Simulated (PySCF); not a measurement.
Isomers of C7H11BO. Theory: PySCF, TDDFT CAM-B3LYP/def2-SVPD, vertical, gas phase, core orbitals frozen in the response. Geometries: PBE0-D3(BJ)/def2-SVP; one conformer of each isolated species. Triplets are in the Tamm–Dancoff approximation.

A. `C#C[C@@H]1BCC[C@@H]1OC`
B. `CCCBc1ccco1`
C. `C#C[C@@H]1BCC[C@H]1OC`
D. `C#CB1CCC[C@H]1OC`

Lowest singlet levels (six at most, fewer where fewer were computed) with oscillator strengths:

1. 4.28 eV (f 0.000); 5.32 eV (f 0.026); 5.69 eV (f 0.046); 5.87 eV (f 0.010); 6.66 eV (f 0.006); 6.97 eV (f 0.001); T1 3.96 eV
2. 5.04 eV (f 0.414); 5.68 eV (f 0.001); 6.12 eV (f 0.037); 6.26 eV (f 0.004); 6.75 eV (f 0.000); 7.33 eV (f 0.159); T1 3.28 eV
3. 5.29 eV (f 0.001); 6.05 eV (f 0.008); 6.27 eV (f 0.001); 6.32 eV (f 0.000); 6.47 eV (f 0.005); 6.73 eV (f 0.003); T1 4.93 eV
4. 5.36 eV (f 0.036); 5.73 eV (f 0.030); 6.15 eV (f 0.001); 6.31 eV (f 0.004); 6.72 eV (f 0.004); 6.96 eV (f 0.015); T1 4.47 eV

Question: Match each spectrum to its molecule.

Answer: 1 = D, 2 = B, 3 = C, 4 = A.
- A: S1 at 5.36 eV, HOMO→LUMO (69%), HOMO-2→LUMO (13%); Löwdin shares by element: HOMO carbon 43% or more, oxygen 28% (atoms not listed hold the other 29%); LUMO boron 39%, carbon 33% or more (atoms not listed hold the other 28%); HOMO -8.67 and LUMO 0.12 eV.
- B: S1 at 5.04 eV, HOMO→LUMO (98%); Löwdin shares by element: HOMO carbon 79% or more (atoms not listed hold the other 21%); LUMO carbon 38% or more, boron 28% (atoms not listed hold the other 34%); HOMO -8.26 and LUMO -0.51 eV.
- C: S1 at 5.29 eV, HOMO→LUMO (88%); Löwdin shares by element: HOMO carbon 71% or more, boron 8% (atoms not listed hold the other 21%); LUMO boron 48%, carbon 24% or more, hydrogen 10% or more (atoms not listed hold the other 18%); HOMO -8.58 and LUMO 0.08 eV.
- D: S1 at 4.28 eV, HOMO-1→LUMO (50%), HOMO→LUMO (44%); Löwdin shares by element: HOMO oxygen 36%, carbon 27% or more (atoms not listed hold the other 37%); LUMO carbon 47% or more, boron 30% (atoms not listed hold the other 22%); HOMO -8.70 and LUMO -0.45 eV.
A and C have S1 within 0.08 eV of each other; their strongest listed levels stand at 5.36 eV (f 0.036) and 6.05 eV (f 0.008).
